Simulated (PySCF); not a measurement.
Compound: C₆H₇N₂ (charge -1).
Numbering: `[CH2:1]=[C:2]([CH3:3])[c:4]1[cH:5][n:6][n-:7][cH:8]1` (hydrogens: H9, H10 on C1; H11, H12, H13 on C3; H14 on C5; H15 on C8)

Torsions of this conformer, `[CH2:1]=[C:2]([CH3:3])[c:4]1[cH:5][n:6][n-:7][cH:8]1`: C1–C2–C4–C5 180°.

The closed-shell ground state was solved at several levels (PySCF, density fitting, gas phase, non-relativistic). Geometry: GFN2-xTB, one conformer, isolated ion. No diffuse functions stand in pcSseg-1, which bears on an anion's orbital energies.

```csv
level,basis functions,HOMO (eV),LUMO (eV),gap (eV)
PBE0/pcSseg-1,171,-1.04,4.21,5.25
PBE0/def2-SVPD,216,-1.20,3.94,5.14
```

(1) What might CAM-B3LYP/def2-SVPD (216 basis functions) give for the same quantities?

(2) Over all these levels, which gives the widest orbital gap and which the narrowest?

Answers

(1) HOMO -2.37 eV, LUMO 4.49 eV, gap 6.86 eV.

(2) CAM-B3LYP/def2-SVPD (range-separated hybrid) has the widest, 6.86 eV, and PBE0/def2-SVPD (global hybrid, 25 % exact exchange) the narrowest, 5.14 eV. The two share the basis. From the narrowest to the widest the HOMO moves by -1.17 eV and the LUMO by +0.55 eV.
